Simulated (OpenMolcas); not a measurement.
## Ions of charge +5 along the 5d row with 6 fluoride ligands in octahedral coordination

```
Program             : OpenMolcas
Method              : SS-CASPT2, IPEA 0.25 Eh, imaginary shift 0.1 Eh
Spin-orbit coupling : RASSI with atomic mean-field integrals over the reference wave functions
```

The d shell is active; CASPT2 correlates the ligand valence shells and the outer metal core. Anionic complexes are neutralised by point charges behind the ligands. Distances were set from a Shannon-type radius of the metal (high-spin where two are listed) plus a fixed donor radius (F 1.31 Å). Ligand basis ANO-RCC-VDZP, DKH2 Hamiltonian. States (labels of O, the rotations of Oh). Energies in cm-1 above the lowest state or level, χT in cm3 K/mol; under a threefold ground state the first gap can be a small split of the lowest multiplet, not the spin-orbit step. Spin-only χT is S(S+1) / 2 for the spin of the ground state.

```csv
Ion,Shell,R (Å),Metal basis,Outer charge (e at Å behind ligand),Ground state,First state of that spin,First gap with spin-orbit (degeneracies),χT at 300 K,First state of another spin,Spin-only χT
Re5+,5d2,1.89,ANO-RCC-VTZP,0.17 at 2.6,3T1,3T2 39770,"260 (2, 3)",0.122,1T2 6960,1.000
Os5+,5d3,1.89,ANO-RCC-VTZP,0.17 at 2.4,4A2,4T2 40580,"8860 (4, 4)",1.319,2T1 9620,1.875
Ir5+,5d4,1.88,ANO-RCC-VTZP,0.17 at 2.6,3T1,3E 33870,"4860 (1, 3)",0.142,1E 5600,1.000
```

The rows also differ in their outer charges, so part of each step comes from that.

Below the highest spin of the shell: Ir5+. χT departs most from the spin-only value for Re5+, by -0.878 cm3 K/mol.

Roots that are degenerate in the reference are averaged as groups; the widest CASPT2 spread within a group is 1500 cm-1 (the 3-fold group of multiplicity 2 near 102000 cm-1 above the lowest state of its run, Os5+). Shifts and gaps below about the spread of the groups concerned are not significant. Over all roots computed the reference weight is 0.68 to 0.70 in Re5+, 0.67 to 0.69 in Os5+, 0.63 to 0.68 in Ir5+; a low but even weight reflects the number of correlated electrons. Ligand-to-metal charge-transfer states are missing. With no ligand orbital active B as a rule stays too high, so bands that hang on it stand too high and its fall with covalency is understated. With one d shell and no ligand orbital active, 10Dq can be off by a tenth or more. An orbital triplet at a regular site is open to Jahn-Teller coupling, which can distort the site and quench the lowest spin-orbit gaps and is left out (holds for Re5+). The least metal-like active orbital is 71 % on the metal (Löwdin) and no ligand orbital is active, so the numbers are rough (holds for Re5+). The least metal-like active orbital is 69 % on the metal (Löwdin) and no ligand orbital is active, so the numbers are rough (holds for Os5+). The least metal-like active orbital is 67 % on the metal (Löwdin) and no ligand orbital is active, so the numbers are rough, and ground spin, moment and any spin crossover can be artefacts of this space; highly charged d ions in such sites are as a rule low spin (holds for Ir5+). No measured value stands beside these numbers; the geometry was imposed, not optimised, and the real ion may take another.
